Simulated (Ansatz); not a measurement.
Consider the formal exchange of groups at the Si–B bond: `S[SiH2]BCl` + `CSCO` → `OCS[SiH2]S` + `CBCl`.

Gas-phase electronic energies from Ansatz, PBE0-D4/def2-TZVP geometries. CBS: MP2 limit from def2 TZ/QZ plus the TZ coupled-cluster correction, frozen cores. Functionals use def2-TZVPP. B3LYP here is the variant with VWN-RPA as its local correlation; programs differ in this. One conformer a species, not always the lowest.

```csv
level,ΔE (kJ/mol)
r2SCAN-D4,-141.9
PBE0-D4,-138.0
B3LYP-D4,-138.0
ωB97X-V,-134.9
B2PLYP,-137.3
PBE,-131.9
r2SCAN,-141.2
SCS-MP2/def2-TZVPP,-137.7
```

Question: What does CCSD(T)/CBS give? (An estimate is asked.)

Answer: Computed: -137.5 kJ/mol. The listed levels differ from it by -4.4, -0.5, -0.5, 2.6, 0.2, 5.6, -3.7, -0.2 kJ/mol.

Largest T1 diagnostic among the species: 0.013.

In def2-TZVPP, CCSD(T) changes the Hartree–Fock value by −3.8 kJ/mol (the triples alone add −1.4 kJ/mol) and MP2 by −13.0 kJ/mol. The D4 term adds −5.0 kJ/mol with B3LYP and −2.7 kJ/mol with PBE0; it sums over pairs of atoms, weighted by their polarisabilities, and B3LYP, whose exchange is more repulsive, gets the larger term. From PBE to PBE0 (25 % exact exchange), in def2-TZVPP and without D4, ΔE moves by −3.4 kJ/mol.
